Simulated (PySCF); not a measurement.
All values below come from PBE-D3(BJ)/def2-TZVP // PBE0-D3(BJ)/def2-TZVP (PySCF 2.14.0). All species are isolated molecules in the gas phase. 

Reference species (SMILES): `C=[SiH][SiH3]` (neutral, multiplicity 1).

| Quantity | Value |
|---|---|
| LUMO | -2.34 eV |
| dipole moment | 0.58 D |

Changed species: `[SiH2]=[SiH]C`.

Task: Predict the effect on the LUMO and dipole moment.

Result: the LUMO rises by 0.04 eV, to -2.30 eV; the dipole moment rises by 0.83 D, to 1.41 D.
